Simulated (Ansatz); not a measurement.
A CCSD(T) single point on CH6NO2Sb (`OC(O)[NH][SbH2]`).

```yaml
crystal:
  periodic: [false, false, false]
  atoms:
    - {symbol: O, position_ang: [-1.544242, 0.131896, 0.481588]}
    - {symbol: C, position_ang: [-0.242590, -0.230194, 0.942631]}
    - {symbol: O, position_ang: [-0.253329, -1.616885, 0.971219]}
    - {symbol: N, position_ang: [0.827068, 0.180833, 0.120139]}
    - {symbol: Sb, position_ang: [0.703473, -0.371765, -1.850345]}
    - {symbol: H, position_ang: [-1.629769, 1.088230, 0.528221]}
    - {symbol: H, position_ang: [-0.097489, 0.194016, 1.950253]}
    - {symbol: H, position_ang: [-1.154318, -1.888356, 1.171805]}
    - {symbol: H, position_ang: [1.118537, 1.129694, 0.300320]}
    - {symbol: H, position_ang: [0.052162, 1.109945, -2.446721]}
    - {symbol: H, position_ang: [2.285895, 0.215484, -2.148512]}
basis:
  gaussian: {orbitals: def2-TZVPP}
correlation: {method: ccsd_t}
output: {orbitals: {seedname: orbitals}}
```

```sh
$ ansatz run in.yaml --threads 4 --pin off --events-out ev --progress --plain --max-ram 10444MiB
```

The program prints (abridged):

```
Functional definition: HF
1726 factors; integrals over basis functions are off by at most 9.7e-4 eV
mean field evaluation 1: about -13189.1034 eV, gradient 4.9e1 eV
mean field evaluation 2: about -13189.4241 eV, gradient 4.9e1 eV
mean field evaluation 4: about -13194.2320 eV, gradient 4.0e0 eV
mean field evaluation 8: about -13194.3021 eV, gradient 3.7e-1 eV
mean field -13194.30269876 eV, -484.8816807597 hartree, gradient 6.9e-6 eV, S^2 0.000000; 0 other end points of the search recorded, 0 dependent functions left out
8 core orbitals not correlated: weight in the atoms' cores, before any rotation towards them, 1.000 or more for the frozen orbitals, at most 0.000 for the correlated occupied ones
reference -13194.30269876 eV, -484.8816807597 hartree; 21, 21 occupied and 229, 229 virtual orbitals, 1726 factors
second order -33.16056677 eV of doubles, -0.00000000 eV of singles
cycle   1  -32.64502983 eV  change    5.2e-1 eV  update   1.3e-1
cycle   2  -33.44111741 eV  change   -8.0e-1 eV  update   3.6e-2
cycle   3  -33.59355223 eV  change   -1.5e-1 eV  update   1.9e-2
cycle   4  -33.57145745 eV  change    2.2e-2 eV  update   5.0e-3
cycle   5  -33.56823656 eV  change    3.2e-3 eV  update   2.5e-3
cycle   6  -33.56959976 eV  change   -1.4e-3 eV  update   7.7e-4
cycle   7  -33.56917673 eV  change    4.2e-4 eV  update   3.1e-4
cycle   8  -33.56897437 eV  change    2.0e-4 eV  update   1.1e-4
cycle   9  -33.56902072 eV  change   -4.6e-5 eV  update   4.8e-5
cycle  10  -33.56904204 eV  change   -2.1e-5 eV  update   2.0e-5
perturbative correction -1.22195970 eV, -0.0449061907 hartree
Total energy: -13229.09370049 eV, -486.1602264913 hartree
```

Hardware: 4 threads of an Arm Neoverse V1 on a shared host. Wall time 6.1 min, peak host memory 7 GiB.

Correlation energy per correlated electron: -0.828 eV. T1 diagnostic: 0.0131.
